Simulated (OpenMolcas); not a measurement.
**V²⁺: effect of the basis set**

```
Program             : OpenMolcas 26.06
Method              : SS-CASPT2, IPEA 0.25 Eh, imaginary shift 0.1 Eh (closed shells correlated: 3s 3p)
Active space        : 3 electrons in 6 orbitals (3d 4s)
State averaging     : 2S+1 = 4 even, 20 roots; 2S+1 = 2 even, 64 roots kept (CI in the orbitals of an earlier block)
Spin-orbit coupling : state interaction with AMFI integrals over the reference wave functions, term energies averaged over their components
```

A. ANO-R1 [5s3p3d1f], X2C, finite nucleus; CASPT2 step of the order of 30 core-seconds
B. ANO-RCC-VTZP [6s5p3d2f1g], DKH2, point nucleus; CASPT2 step about 40 core-seconds
C. ANO-L-VTZP [6s5p3d2f1g], non-relativistic, point nucleus; CASPT2 step roughly 27 core-seconds
D. ANO-R2 [6s4p4d2f1g], X2C, finite nucleus; CASPT2 step of the order of 40 core-seconds
E. ANO-RCC-VQZP [7s6p4d3f2g1h], DKH2, point nucleus; CASPT2 step of the order of 70 core-seconds
F. ANO-R3 [7s5p5d3f2g1h], X2C, finite nucleus; CASPT2 step about 80 core-seconds

Energies in cm⁻¹ above 3d³ ⁴F_3/2, the measured ground level; measured values from Sugar and Corliss, J. Phys. Chem. Ref. Data 7, 1191 (1978).

```json
{"Level": "3d³ ⁴F_3/2", "A": "0.0", "B": "0.0", "C": "0.0", "D": "0.0", "E": "0.0", "F": "0.0", "Measured": "0.0"}
{"Level": "3d³ ⁴F_5/2", "A": "163", "B": "162", "C": "169", "D": "158", "E": "162", "F": "164", "Measured": "146"}
{"Level": "3d³ ⁴F_7/2", "A": "385", "B": "385", "C": "400", "D": "376", "E": "383", "F": "388", "Measured": "342"}
{"Level": "3d³ ⁴F_9/2", "A": "664", "B": "663", "C": "689", "D": "647", "E": "660", "F": "668", "Measured": "584"}
{"Level": "3d³ ⁴P_1/2", "A": "11990", "B": "11800", "C": "11760", "D": "11640", "E": "11820", "F": "11600", "Measured": "11514"}
{"Level": "3d³ ⁴P_3/2", "A": "12070", "B": "11870", "C": "11840", "D": "11710", "E": "11890", "F": "11670", "Measured": "11592"}
{"Level": "3d³ ⁴P_5/2", "A": "12250", "B": "12060", "C": "12030", "D": "11890", "E": "12080", "F": "11860", "Measured": "11770"}
{"Level": "3d³ ²G_7/2", "A": "12750", "B": "12160", "C": "12180", "D": "11970", "E": "11870", "F": "11620", "Measured": "11966"}
{"Level": "3d³ ²G_9/2", "A": "12990", "B": "12400", "C": "12430", "D": "12210", "E": "12110", "F": "11860", "Measured": "12187"}
{"Level": "3d³ ²P_3/2 [74 %]", "A": "16210", "B": "15630", "C": "15720", "D": "15410", "E": "15380", "F": "15130", "Measured": "15550"}
{"Level": "3d³ ²P_1/2", "A": "16220", "B": "15590", "C": "15680", "D": "15370", "E": "15350", "F": "15110", "Measured": "15580"}
{"Level": "3d³ ²D_3/2(1) [75 %]", "A": "17090", "B": "16660", "C": "16760", "D": "16410", "E": "16360", "F": "16110", "Measured": "16330"}
{"Level": "3d³ ²D_5/2(1)", "A": "17150", "B": "16780", "C": "16880", "D": "16520", "E": "16470", "F": "16210", "Measured": "16375"}
{"Level": "3d³ ²H_9/2", "A": "18100", "B": "17320", "C": "17340", "D": "17040", "E": "16870", "F": "16580", "Measured": "16811"}
{"Level": "3d³ ²H_11/2", "A": "18290", "B": "17510", "C": "17540", "D": "17220", "E": "17060", "F": "16770", "Measured": "16978"}
{"Level": "3d³ ²F_7/2", "A": "29130", "B": "28140", "C": "28300", "D": "27870", "E": "27730", "F": "27490", "Measured": "27728"}
{"Level": "3d³ ²F_5/2", "A": "29230", "B": "28240", "C": "28400", "D": "27970", "E": "27830", "F": "27590", "Measured": "27847"}
{"Level": "3d² 4s ⁴F_3/2", "A": "42510", "B": "46430", "C": "43450", "D": "43480", "E": "44160", "F": "43480", "Measured": "43942"}
{"Level": "3d² 4s ⁴F_5/2", "A": "42670", "B": "46590", "C": "43610", "D": "43640", "E": "44320", "F": "43640", "Measured": "44110"}
{"Level": "3d² 4s ⁴F_7/2", "A": "42890", "B": "46810", "C": "43840", "D": "43850", "E": "44540", "F": "43860", "Measured": "44346"}
{"Level": "3d² 4s ⁴F_9/2", "A": "43180", "B": "47100", "C": "44140", "D": "44130", "E": "44830", "F": "44150", "Measured": "44647"}
{"Level": "3d³ ²D_5/2(2)", "A": "44240", "B": "43390", "C": "43720", "D": "42860", "E": "42600", "F": "42360", "Measured": "42267"}
{"Level": "3d³ ²D_3/2(2)", "A": "44360", "B": "43520", "C": "43850", "D": "42980", "E": "42720", "F": "42480", "Measured": "42371"}
{"Level": "3d² 4s ²F_5/2", "A": "48430", "B": "51300", "C": "48790", "D": "48710", "E": "49420", "F": "48600", "Measured": "49328"}
```

Deviations, from unrounded energies. A percentage is the sum of absolute deviations over the sum of measured energies, with the sign that they share, or ± where signs differ.

```json
{"Against measurement": "mean absolute deviation (cm-1)", "Levels": "23", "A": "960", "B": "790", "C": "450", "D": "240", "E": "150", "F": "270"}
{"Against measurement": "fine structure of the ground term (%)", "Levels": "3", "A": "+13.2", "B": "+13.0", "C": "+17.5", "D": "+10.3", "E": "+12.5", "F": "+13.9"}
{"Against measurement": "other terms of the ground configuration (%)", "Levels": "15", "A": "+5.1", "B": "+2.1", "C": "+2.5", "D": "±1.0", "E": "±0.8", "F": "±1.1"}
{"Against measurement": "other configurations (%)", "Levels": "5", "A": "-3.0", "B": "+5.2", "C": "-1.1", "D": "-1.1", "E": "+0.4", "F": "-1.2"}
```

E lies closest to measurement on these levels and A furthest from it. The largest miss of E in the table is 3d³ ²D_3/2(2), by +350 cm-1. The ranking rests on the paired levels alone, and a cruder setting can come out closer through cancelling errors.

The two smallest mean deviations differ by little beside CASPT2's spread within terms, so their order carries little weight.

Among A to F the level of the table that moves most is 3d² 4s ⁴F_3/2, by 3900 cm-1 (lowest in A, highest in B). Moves below CASPT2's spread within the term are not significant.

Term energies are means over components that CASPT2 splits; among the terms shown or strongly mixed into the levels shown the widest spread is 1400 cm-1 (3d² 4s ²F, E). Terms from blocks run as CI alone lack orbitals of their own. A single d shell beside an s shell can misplace configurations of different d count against each other. Some levels mix across a computed gap that differs much from the measured one, so their mixing is not that of the real levels (holds for B; C). The CASPT2 spread within a term exceeds the gap to the next term for 3d³ ²D(2) and 3d² 4s ⁴F, so the order of their levels is uncertain, and so are names and mixing where such terms share a J (holds for C; D). Computed and measured levels are paired by configuration, term and J; levels that our copy of the source lacks, or whose pairing is in doubt (as where it misses far off the trend of its configuration), stay unpaired and out of the deviations. Levels of configurations outside the active space are missing. The table leaves out levels that lie high or whose names do not pair safely across all columns.

A share in square brackets marks a mixed level and gives the weight of the term that names it, the lowest over the columns. A number in round brackets counts repeated terms of one configuration in the order of the reference energies.
